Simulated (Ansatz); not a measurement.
The cluster Ca₂O⁺ (the lowest doublet isomer of a short search) was relaxed with B3LYP-D4 (def2-TZVP) in Ansatz in these states: charge +1 doublet, charge +1 quartet. The geometries follow in no particular order.

A:

| atom | x (Å) | y (Å) | z (Å) |
| --- | --- | --- | --- |
| Ca1 | 0.840 | 1.565 | -0.897 |
| Ca2 | -0.841 | -1.565 | 0.895 |
| O3 | 0.001 | 0.000 | 0.002 |

B:

```xyz
3

Ca   -1.442   -1.249   -1.161
Ca    1.442    1.249    1.161
O     0.000    0.001    0.000
```

Question: Judge from the bond lengths which geometry belongs to which state (an estimate).

Answer: A is the charge +1 doublet (Ca1–Ca2 3.980 Å, Ca2–O3 1.990 Å, Ca1–O3 1.990 Å); B is the charge +1 quartet (Ca1–Ca2 4.466 Å, Ca2–O3 2.233 Å, Ca1–O3 2.233 Å).

At PBE0-D4/def2-TZVP a doublet lies 3.14 eV below the charge +1 quartet. These are the stationary points nearest to one start from a short search; other shapes may lie lower in each state.
